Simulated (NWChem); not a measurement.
## Correlation energy of diarsenic (As$_{2}$)

SMILES: [As]#[As]
```xyz
2

As     0.0000     0.0000     1.0456
As     0.0000     0.0000    -1.0456
```
Charge 0, spin multiplicity 1.

Everything below was run with NWChem. Structure: optimised with PBE0/def2-SVP, a minimum by its harmonic frequencies.

Basis set: def2-SVP. Each correlation energy counts from its own Hartree-Fock reference.

```json
[
 {"method": "CCSD", "correlation energy (mHa)": "-451.5", "difference from CCSD(T)": "+19.8"},
 {"method": "CCSD(T)", "correlation energy (mHa)": "-471.3", "difference from CCSD(T)": "0.0"},
 {"method": "MP2", "correlation energy (mHa)": "-458.9", "difference from CCSD(T)": "+12.3"},
 {"method": "CR-CCSD[T]", "correlation energy (mHa)": "-467.0", "difference from CCSD(T)": "+4.2"},
 {"method": "CR-CCSD(T)", "correlation energy (mHa)": "-466.1", "difference from CCSD(T)": "+5.2"},
 {"method": "SCS-MP2", "correlation energy (mHa)": "-422.5", "difference from CCSD(T)": "+48.8"},
 {"method": "CCSD+T(CCSD)", "correlation energy (mHa)": "-472.5", "difference from CCSD(T)": "-1.2"}
]
```

The values span 50.0 mHa, from CCSD+T(CCSD) (lowest) to SCS-MP2 (highest). 

The Hamiltonian is non-relativistic. The correlated methods keep 18 core orbitals frozen. Differences from the coupled-cluster row are differences between methods, not errors against experiment.
